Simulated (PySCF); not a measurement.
# `[H][As@OH14+]([H])(C)[Al@H-]([CH3])[CH2]C`, C$_{4}$H$_{14}$AlAs

Geometry:
```tsv
atom	x (Å)	y (Å)	z (Å)
C1	-2.335	-1.317	0.136
C2	-1.972	-0.605	-1.178
Al3	-0.567	0.794	-0.863
C4	-0.329	1.848	0.815
As5	1.437	-0.972	-0.528
C6	2.830	0.371	-0.261
H7	-1.427	-1.690	0.624
H8	-2.822	-0.627	0.823
H9	-3.003	-2.163	-0.028
H10	-2.901	-0.256	-1.649
H11	-1.566	-1.360	-1.877
H12	0.217	1.281	-2.139
H13	0.280	2.749	0.667
H14	0.164	1.271	1.612
H15	-1.279	2.194	1.238
H16	2.251	-2.157	-0.063
H17	1.774	-1.278	-1.946
H18	2.464	1.315	-0.669
H19	3.013	0.508	0.805
H20	3.765	0.104	-0.749
```

Computed with PySCF, TDDFT LC-wPBE/def2-SVPD circular dichroism and optical rotation, one conformer, gas phase. Geometry: GFN2-xTB.

The molecule is flexible and this is one conformer; a measurement averages over conformers. The calculation is non-relativistic, which matters for the atoms heavier than Zn.

(1) Draw the ECD and absorption spectra from the lowest 12 states, each a Gaussian of half-width 0.35 eV at 1/e height.

Results:

(1) 
| E (eV) | λ (nm) | Δε (L mol⁻¹ cm⁻¹) | ε (L mol⁻¹ cm⁻¹) |
| --- | --- | --- | --- |
| 5.36 | 231 | -1.44 | 15 |
| 5.46 | 227 | -2.99 | 31.8 |
| 5.56 | 223 | -5.26 | 58.3 |
| 5.66 | 219 | -7.77 | 94.9 |
| 5.76 | 215 | -9.54 | 144 |
| 5.86 | 211 | -9.43 | 219 |
| 5.96 | 208 | -6.84 | 365 |
| 6.06 | 205 | -2.20 | 675 |
| 6.16 | 201 | +3.07 | 1300 |
| 6.26 | 198 | +7.18 | 2430 |
| 6.36 | 195 | +8.89 | 4160 |
| 6.46 | 192 | +8.03 | 6320 |
| 6.56 | 189 | +5.49 | 8360 |
| 6.66 | 186 | +2.62 | 9580 |
| 6.76 | 183 | +0.52 | 9510 |
| 6.86 | 181 | -0.25 | 8310 |
| 6.96 | 178 | +0.55 | 6730 |
| 7.06 | 176 | +3.11 | 5590 |
| 7.16 | 173 | +7.40 | 5360 |
| 7.26 | 171 | +12.52 | 5940 |
| 7.36 | 168 | +16.35 | 6960 |
| 7.46 | 166 | +16.11 | 8030 |
| 7.56 | 164 | +10.04 | 8980 |
| 7.66 | 162 | -1.27 | 9870 |
| 7.76 | 160 | -14.81 | 10900 |
| 7.86 | 158 | -26.76 | 12100 |
| 7.96 | 156 | -34.14 | 13400 |
| 8.06 | 154 | -35.53 | 14300 |
| 8.16 | 152 | -30.63 | 14100 |
| 8.26 | 150 | -19.94 | 12700 |
| 8.36 | 148 | -5.20 | 10500 |

Δε uses R in velocity form, ε uses f in length form. Only the states computed contribute, so the short-wavelength end is incomplete.
